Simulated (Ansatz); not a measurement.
A structure relaxed at PBE0-D4/def2-TZVP, charge 0, multiplicity 1:

```xyz
5

F    -0.8118    1.1595    1.1353
Ti    0.0540    0.1035    0.0684
F     1.7187    0.5814    0.0144
Br   -0.1005   -2.0815    0.8465
Br   -0.8604    0.2371   -2.0646
```

Task: Give its formula and SMILES.

Result: Br2F2Ti, `[F][Ti]([F])([Br])[Br]`.

Task: Point group (tolerance 0.08 Å, 0.16 Å for H)?

Result: C2v.

Task: Summarise the bond lengths by kind.

Result: 2 × F–Ti 1.733 Å; 2 × Br–Ti 2.325 Å.

Program: Ansatz 0.2.0.
